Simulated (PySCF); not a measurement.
Si(GeH3)(H)2(OH) (GeH6OSi), SMILES [GeH3][SiH2]O.

The structure is a stationary point at ωB97X-D3(BJ)/def2-SVP. Other conformers were not sampled.

Two levels are set side by side: PBE/def2-TZVPD (PySCF) and r2SCAN/def2-TZVPD (PySCF). Same geometry, gas phase. Differences are taken from unrounded values.

```json
[
 {"quantity": "orbital gap (eV)", "PBE": "5.27"},
 {"quantity": "highest occupied level (eV)", "PBE": "-6.67"},
 {"quantity": "lowest empty level (eV)", "PBE": "-1.39"},
 {"quantity": "dipole moment (D)", "PBE": "1.01"},
 {"quantity": "mean polarisability (bohr³)", "PBE": "70.8"}
]
```

**Question.** These are the PBE values. What does r2SCAN give? (The exact figures need the calculation; the answer reports its results.)

**Answer.** 
```
quantity                     r2SCAN  PBE minus r2SCAN
---------------------------  ------  ----------------
orbital gap (eV)               5.97             -0.70
highest occupied level (eV)   -6.94              0.27
lowest empty level (eV)       -0.97             -0.42
dipole moment (D)              1.04             -0.03
mean polarisability (bohr³)    68.2               2.6
```

Rough cost on one machine, each run with all the roots and properties that it gave: r2SCAN against PBE about 3 times.
